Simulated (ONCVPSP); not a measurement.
## Varying the ONCV potential for Hf

Base potential:

hafnium (Hf), optimised norm-conserving Vanderbilt (ONCV), made with ONCVPSP 4.0.1 (LDA (Perdew-Wang 92), non-relativistic). Core [Kr] 4d10 4f14, reference 5s2 5p6 5d2 6s1 (charge +1). Waves: 5s+6s: rc 2.35 bohr, ncon 3, nbas 7, qcut 5.4 1/bohr, 2 projectors; 5p: rc 2.25 bohr, ncon 4, nbas 9, qcut 5.4 1/bohr, 2 projectors, debl 3.1 Ha; 5d: rc 3.00 bohr, ncon 3, nbas 8, qcut 4.1 1/bohr, 2 projectors, debl 2.5 Ha. Local part: polynomial inside 1.80 bohr (lpopt 5, dvloc0 6 Ha). Core correction: Teter function, fcfact 5.75, rcfact 1.5.

All-electron outer shells of the reference configuration (LDA (PZ), non-relativistic, ld1.x):

```tsv
shell	level (eV)	outermost node (bohr)	outermost maximum (bohr)
5s	-62.48	0.60	1.10
5p	-40.61	0.62	1.20
4f	-30.43	–	0.45
5d	-10.32	0.67	1.65
6s	-10.11	1.49	3.00
```

Cutoffs, loose and tight: the cutoffs (Ha) at which the residual kinetic energy of the hardest occupied pseudo-wave falls to 1 and 0.1 mHa per electron. They do not see the model core or the augmentation charge, which bear on the density cutoff. Test errors are all-electron minus pseudo excitation energies from the reference, over the configurations 5s2 5p6 5d2 6s2; 5s2 5p6 5d2 6s0; 5s2 5p6 5d1 6s0; 5s2 5p6 5d3 6s1. A dash means not determined; rows that change the core or the reference have their own tests.

1 further variants are left out, since the program set their typed debl aside.

A true bound ghost makes a file unfit for plane-wave use even where its test errors are small: the radial tests pick states by their node count and pass the ghost by.

| change | outcome | cutoff, loose | cutoff, tight | bound ghosts | GHOST(+) flags above zero | largest test error (meV) |
| --- | --- | --- | --- | --- | --- | --- |
| base | generated | 9.6 Ha | 11 Ha | none | none | +79 |
| s: qcut 8 | generated | 14 Ha | 18 Ha | s | none | +79 |
| local potential polynomial inside 1.70 bohr (lpopt 5, dvloc0 0 Ha) | generated | 9.6 Ha | 11 Ha | none | d | +77 |
| core correction Teter function, fcfact 3.4, rcfact 1.5 | generated | 9.6 Ha | 11 Ha | none | none | +84 |
| core correction Teter function, fcfact 5.75, rcfact 0.92 | generated | 9.6 Ha | 11 Ha | none | none | +93 |
| all radii but the core radius scaled by about 1.34 (s 3.16, p 3.02, d 4.04 bohr); local potential polynomial inside 2.42 bohr (lpopt 5, dvloc0 6 Ha) | generated, projector energies reset by the program | 8.6 Ha | 10 Ha | none | none | +228 |
| p: ncon 5, nbas 10 | generated | 9.3 Ha | 11 Ha | none | none | +79 |
| p: rc 2.64 | generated, projector energies reset by the program | 9.3 Ha | 11 Ha | none | none | +78 |
| d: rc 3.2 | generated | 9.6 Ha | 11 Ha | none | none | +104 |
| core correction none | generated | 9.6 Ha | 11 Ha | none | none | +93 |
| reference 5s2 5p6 5d2 6s2 | generated | 9.6 Ha | 11 Ha | none | none | +57 |
